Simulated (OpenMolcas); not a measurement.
## Pb+: the spin-orbit constant, thermal populations, worked from levels

```
Program             : OpenMolcas
Basis               : ANO-R3 [9s8p6d3f2g1h]
Scalar Hamiltonian  : X2C, finite nucleus
Active space        : 3 electrons in 4 orbitals (6s 6p)
State averaging     : 2S+1 = 4 odd, 1 root (0 in the spin-orbit step); 2S+1 = 2 odd, 3 roots; 2S+1 = 4 even, 3 roots; 2S+1 = 2 even, 9 roots
Spin-orbit coupling : RASSI with atomic mean-field integrals over the reference wave functions, term energies averaged over their components
```

Methods: CASSCF; SS-CASPT2, IPEA 0.25 Eh, imaginary shift 0.1 Eh (closed shells correlated: 5d). Measured levels: NIST Handbook of Basic Atomic Spectroscopic Data.

**The spin-orbit constant.** For the Hund term 2P* of p1, E(J) = (A/2) J(J+1) + constant and ζ = 2S·A = A. From J = 1/2 to J = 3/2 the energy changes by 1.5 A.

| Source | E(3/2) - E(1/2) | A | ζ |
| --- | --- | --- | --- |
| CASSCF | 12614.1 | 8409.4 | 8409 |
| SS-CASPT2 | 12614.1 | 8409.4 | 8409 |
| measured | 14081.1 | 9387.4 | 9387 |

All in cm-1. SS-CASPT2 is off by -10.4 % and CASSCF by -10.4 %. Both methods take the spin-orbit matrix elements from the reference wave functions, so the second can move ζ only through the term energies and any multistate remixing.

**Thermal populations.** Z = Σ (2J + 1) exp(-E/kT) with k = 0.695035 cm-1/K, over the levels below. No other level of either list lies under 57900 cm-1, which is above 7 kT at each temperature.

```csv
Level,2J + 1,SS-CASPT2,measured
6s2 6p 2P* 1/2,2,0.0,0.0
6s2 6p 2P* 3/2,4,12610,14081
```

| T (K) | Z, SS-CASPT2 | Z, measured levels | Ground level (%), SS-CASPT2 | Ground level (%), measured levels |
| --- | --- | --- | --- | --- |
| 8000 | 2.414 | 2.318 | 82.8 | 86.3 |

At 8000 K, kT = 5560 cm-1, and the computed levels give Z = 2.000 + 0.414 = 2.414.

Over all roots computed the reference weight is 0.87 to 0.93 in SS-CASPT2; the roots of lowest weight are the least certain, and an intruder state may touch them. Some high roots are left out of the spin-orbit mixing, which shifts the levels that they would mix with. Spin-orbit splittings of 6p shells tend to come out small when the coupling is added on scalar orbitals. Computed and measured levels are paired by configuration, term and J; levels that our copy of the source lacks, or whose pairing is in doubt (as where it misses far off the trend of its configuration), stay unpaired and out of the deviations. Levels of configurations outside the active space are missing.

* marks odd parity.
